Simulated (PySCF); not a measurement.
# Reading the logs of faulty runs: BCGeH9Si

All numbers below are calculated, not measured. The program is PySCF 2.14.0, an open-source quantum chemistry code, run on an isolated molecule that a program drew, which may never have been made. The molecule is BCGeH9Si (charge 0, singlet), drawn as the SMILES string `[BH2][GeH]([CH3])[SiH3]`.

Each row is a Hartree-Fock (HF) and frozen-core CCSD(T) single point in the cc-pV(D+d)Z basis, meant for a local HF minimum. Run 1 is clean. Each other run has one planted mistake out of seven kinds, and not every kind appears here: one electron removed, one electron added, multiplicity raised by two, geometry at a saddle point, minimal basis STO-3G, one bond length entered in bohr, all coordinates scaled. The reference is restricted for singlets and unrestricted otherwise, and also for a bond in bohr. Adding or removing an electron swaps singlet and doublet. Electrons count all cores. HOMO and LUMO are orbital energies over both spins, the gradient is its largest component, and the lowest frequency (negative if imaginary) is given only where the gradient is small. Bond lengths are over the 12 bonds as drawn. T1 is the CCSD diagnostic: over 0.02 (restricted) or 0.045 (unrestricted) a single reference is doubtful. Germanium has the cc-pVDZ-PP basis, with a core potential (ECP10MDF) in place of its 10 inner electrons, and its 3s, 3p and 3d shells are frozen in CCSD(T).

Geometry of the clean run:
```xyz
13
BCGeH9Si, angstrom
B    -0.0148   -1.1015   -1.0280
Ge    0.1147    0.9705   -1.2012
C    -1.5427    1.9014   -0.6620
Si    1.9553    1.7562    0.1567
H     0.7336   -1.8145   -1.6365
H    -0.8075   -1.6170   -0.2888
H     0.4459    1.3634   -2.6552
H    -2.3754    1.5932   -1.2977
H    -1.7920    1.6593    0.3732
H    -1.4250    2.9832   -0.7485
H     3.2317    1.1318   -0.2691
H     1.7290    1.4229    1.5858
H     2.0856    3.2294    0.0386
```

```
run,electrons,basis functions,<S^2>,HOMO (eV),LUMO (eV),gradient (hartree/bohr),lowest frequency (cm^-1),mean bond (Å),longest bond (Å),T1,HF (hartree),CCSD(T) (hartree),mistake
1,66,119,0.000,-9.98,1.31,1.4e-05,85,1.5122,2.418,0.0118,-650.07758,-650.59700,no fault
2,66,119,0.831,-8.68,0.67,1.1e-02,-,1.6222,2.804,0.0409,-649.96931,-650.47816,one bond length entered in bohr
3,66,119,2.022,-7.15,-1.48,6.4e-02,-,1.5122,2.418,0.0160,-649.96280,-650.47507,multiplicity raised by two
4,66,119,0.000,-9.71,1.11,4.8e-02,-,1.6302,2.607,0.0122,-650.02365,-650.55476,all coordinates scaled
5,65,119,0.792,-15.83,-7.71,5.9e-02,-,1.5122,2.418,0.0175,-649.75295,-650.24993,one electron removed
6,67,119,0.762,-0.81,7.75,3.7e-02,-,1.5122,2.418,0.0120,-650.06596,-650.60582,?
```

**Which mistake was planted in run 6, and what did it cost?**

It counts 67 electrons, one more than the clean run, at the same geometry and basis. So the mistake is: one electron added. Subtracting run 1 and multiplying by 627.51 kcal/mol a hartree, the energy moved by 7.3 kcal/mol in HF and -5.5 kcal/mol in CCSD(T).

